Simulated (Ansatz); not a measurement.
Zn6O5. The state is a singlet with charge 0. Geometry r2SCAN-D4/def2-SVP; atoms count from 1.

```xyz
11

Zn    1.264   -0.324   -2.585
Zn   -0.696   -0.859    1.862
Zn    0.641   -2.185   -0.439
Zn   -1.582   -1.746    4.160
Zn   -0.807    1.950    0.901
Zn    0.361    2.258   -1.749
O    -1.189    0.823    2.195
O    -0.421    3.079   -0.400
O     1.140    1.371   -3.062
O    -0.065   -2.370    1.160
O     1.352   -1.998   -2.044
```

Another isomer (singlet) lies 0.56 eV lower at PBE0-D4/def2-TZVP; other spin states weren't run for this one.

Question: Estimate the Mulliken populations from the PBE0/def2-TZVP orbitals of Ansatz.

Answer: 
```
atom  charge (e)  d electrons
 Zn1        0.58        10.03
 Zn2        0.57        10.06
 Zn3        0.54        10.03
 Zn4        0.10        10.00
 Zn5        0.55        10.03
 Zn6        0.58        10.03
  O7       -0.58            –
  O8       -0.59            –
  O9       -0.59            –
 O10       -0.58            –
 O11       -0.59            –
```
Mulliken values depend strongly on the basis.

Question: And the Mayer bond orders between heavy atoms (over 0.3)?

Answer: Zn1–O9 0.99 (1.77 Å); Zn1–O11 1.00 (1.76 Å); Zn2–Zn4 0.33 (2.62 Å); Zn2–O7 0.90 (1.78 Å); Zn2–O10 0.92 (1.78 Å); Zn3–O10 1.04 (1.76 Å); Zn3–O11 0.97 (1.77 Å); Zn5–O7 1.03 (1.76 Å); Zn5–O8 0.98 (1.76 Å); Zn6–O8 1.00 (1.76 Å); Zn6–O9 0.99 (1.77 Å).
